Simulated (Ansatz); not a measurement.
CH₄AlNO₂, 9 atoms. Total charge 0; spin multiplicity 1. The bonds changed during the relaxation, so this is another structure than the one it started from. All runs use 2 threads of an Arm Neoverse V1 on a shared host. Correlated methods freeze the cores.

**Question.** Give the basis size and wall time and peak host memory of each of these runs in Ansatz. RKS r2SCANh-D4/def2-TZVPP energy; RKS r2SCAN-D4/def2-TZVPP energy and forces; RKS PBE0-D4/def2-TZVP relaxation (7 steps); direct RPA on PBE orbitals/def2-TZVPP energy; RKS LC-ωPBE/def2-TZVPP energy; RHF-MP2/def2-QZVPP energy; RKS PBE0-D4/def2-QZVPP energy; RKS PBE0-D4/def2-TZVP frequencies; RHF-CCSD(T)/def2-TZVPP energy; RKS ωB97M-V/def2-SVP energy; RHF-CCSD(T)/def2-SVP energy; RKS PBE0-D4/def2-TZVPP energy. (Estimate.)

**Answer.** Ansatz gave: Other jobs shared the machine, so times are rough.

```
                                level                   job  functions  wall time  peak host memory (GiB)
               RKS LC-ωPBE/def2-TZVPP                energy        222      3.6 s                    0.33
               RKS PBE0-D4/def2-TZVPP                energy        222      3.9 s                    0.44
                 RKS ωB97M-V/def2-SVP                energy         94      5.5 s                    0.26
             RKS r2SCAN-D4/def2-TZVPP     energy and forces        222      6.5 s                    0.26
                 RHF-CCSD(T)/def2-SVP                energy         94      6.5 s                    0.35
            RKS r2SCANh-D4/def2-TZVPP                energy        222        7 s                    0.46
direct RPA on PBE orbitals/def2-TZVPP                energy        222       10 s                    0.48
               RKS PBE0-D4/def2-QZVPP                energy        418       11 s                     1.1
                   RHF-MP2/def2-QZVPP                energy        418       29 s                       2
                RKS PBE0-D4/def2-TZVP  relaxation (7 steps)        185       36 s                     0.4
               RHF-CCSD(T)/def2-TZVPP                energy        222    2.7 min                     3.6
                RKS PBE0-D4/def2-TZVP           frequencies        185    2.8 min                     0.4
```

LC-ωPBE has ω = 0.4 bohr⁻¹.
